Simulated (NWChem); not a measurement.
Species: C₂H₃BrF₂; SMILES CC(F)(F)Br

This build's default masses of Se (78.918 u) and Br (79.917 u) are each other's, which moves their modes by up to 0.6 %.

Question: Give the equilibrium geometry at PBE0/def2-SVP (NWChem) as a Z-matrix, with the point group.

Answer: point group Cs; any orientation.
```
C
F 1 1.3361
F 1 1.3361 2 107.44
C 1 1.5003 2 111.14 3 -121.78
H 4 1.0967 1 110.14 2 -59.72
H 4 1.0967 5 109.58 1 121.30
H 4 1.1004 5 109.51 6 120.13
Br 1 1.9633 2 107.72 3 115.80
```
